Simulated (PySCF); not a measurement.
# Krypton: highly charged ions in a basis for the neutral atom

Kr²¹⁺ [Ne] 3s2 3p3, Kr²²⁺ [Ne] 3s2 3p2. All numbers are calculated (PySCF 2.14, scalar relativity by spin-free X2C-1e, in x2c-TZVPall (6s5p4d1f, 48 functions)). No spin-orbit coupling, so a gap to NIST mixes the basis error with missing relativistic terms.

Changed run: basis of the neutral atom used for a highly charged ion. This setting is unsound on purpose.

| species | method | sound run (hartree) | changed run (hartree) | converged |
| --- | --- | --- | --- | --- |
| Kr²¹⁺ | UHF | not run | -2520.26921 | yes |
| Kr²¹⁺ | B3LYP | not run | -2520.91055 | yes |
| Kr²¹⁺ | PBE | not run | -2520.64050 | yes |
| Kr²²⁺ | UHF | not run | -2485.86849 | yes |
| Kr²²⁺ | B3LYP | not run | -2486.47502 | yes |
| Kr²²⁺ | PBE | not run | -2486.21480 | yes |

Ionisation energy of Kr²¹⁺:

```tsv
method	changed run (eV)	NIST (eV)
UHF	936.09	945 ± 3
B3LYP	937.04	945 ± 3
PBE	936.77	945 ± 3
```

The contracted functions were made for the neutral atom and can be too rigid for a highly charged ion.
